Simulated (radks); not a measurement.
Q: These are the eigenvalues of the occupied orbitals of an atom or ion with whole-number occupations (eV). Method: scalar-relativistic Kohn-Sham, SCAN, spin-polarised, spherical densities, finite nucleus; meta-GGA in the generalised Kohn-Sham scheme; Fermi nuclear charge, rms radius of each element as measured or else 0.836 A^(1/3) + 0.57 fm; computed with a radial shooting solver on a logarithmic mesh with Libxc functionals.

| orbital | eigenvalue |
|---|---|
| 1s up | -76213.62 |
| 1s down | -76213.62 |
| 2s up | -13374.77 |
| 2s down | -13374.72 |
| 2p up | -11619.40 |
| 2p down | -11619.35 |
| 3s up | -3154.127 |
| 3s down | -3154.108 |
| 3p up | -2637.748 |
| 3p down | -2637.724 |
| 3d up | -2067.975 |
| 3d down | -2067.930 |
| 4s up | -692.8238 |
| 4s down | -692.7332 |
| 4p up | -522.6878 |
| 4p down | -522.6046 |
| 4d up | -312.8981 |
| 4d down | -312.8055 |
| 5s up | -117.9032 |
| 5s down | -117.1058 |
| 4f up | -80.7085 |
| 4f down | -80.5835 |
| 5p up | -74.1367 |
| 5p down | -73.2006 |
| 5d up | -24.8875 |
| 5d down | -24.0439 |

Which element is it, and in what charge state? The configuration may be excited.

A: Z = 77, iridium, charge +2: Ir2+ in [Xe] 4f14 5d(up 4, down 3). The list shows which subshells hold electrons but not how many an open one holds; the 1s level, -2800.8 hartree, gives Z - s = 74.8 by -(Z - s)^2/2, which with screening and relativity narrows Z to a few neighbours, and the depths of the outer levels then fix element, charge and occupations together.
